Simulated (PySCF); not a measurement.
Species: (OH)3Zr-O-SiH3 (singlet state).
Structure used (PBE0-D3(BJ)/def2-SVP), in Å, numbered top down from 1:
```xyz
12
H6O4SiZr angstrom
Zr    -1.0434    0.2260   -0.1553
O     -1.1042    1.8648   -1.1571
O     -1.9722   -1.1601   -1.1108
O     -1.8317    0.4838    1.5791
O      0.8319   -0.2939    0.0815
Si     2.4307   -0.6001    0.3489
H     -1.2160    2.6744   -1.6508
H     -2.4865   -1.8149   -1.5777
H     -2.3119    0.6278    2.3916
H      2.9818    0.3395    1.3748
H      2.6215   -2.0000    0.8403
H      3.2154   -0.4301   -0.9135
```

Level of theory: PBE0-D3(BJ)/def2-SVP geometry optimisation, gas phase, def2 core potentials past Kr in PySCF 2.14.0.

(1) Which atoms are bound to Zr1, and at what distances?

(2) List the angles at Zr1.

(3) What is the shape at Zr1?

(4) What are the other bond lengths?

(5) Give some angles away from the centre.

Answers

(1) 4 atoms: O2 1.922 Å, O4 1.922 Å, O3 1.923 Å, O5 1.960 Å. The nearest atom not counted as bound is H9, at 2.87 Å (others tie with it).

(2) 
| angle | degrees | distance of the outer atoms (Å) |
| --- | --- | --- |
| O3–Zr1–O4 | 110.3 | 3.16 |
| O2–Zr1–O4 | 110.1 | 3.15 |
| O2–Zr1–O3 | 109.9 | 3.15 |
| O3–Zr1–O5 | 109.3 | 3.17 |
| O2–Zr1–O5 | 108.6 | 3.15 |
| O4–Zr1–O5 | 108.6 | 3.15 |

(3) Tetrahedral: angles from 108.6° to 110.3°; τ4 = (360° − α − β)/141° = 0.99 with α and β the two widest (0 for a square, 1 for a tetrahedron). The Zr–O distances aren't all alike: 1.922 to 1.960 Å.

(4) O2–H7, O3–H8, O4–H9 0.955 Å; O5–Si6 1.650 Å; Si6–H10, Si6–H11, Si6–H12 1.496 Å.

(5) Zr1–O5–Si6 174.8°.

Point group: near C3, missed by 0.17 Å at most; the miss may be what the optimiser left on a soft mode. Charge 0, singlet. No PBE0-D3(BJ)/def2-SVP frequencies stand behind this structure, so it isn't proved a minimum.

On one thread, AMD EPYC 9R45 (x86_64), no GPU, shared host with 96 logical CPUs at a one-minute load of 33, this took 1.7 min and 0.52 GiB of memory at its peak. That covers the optimisation of the geometry.
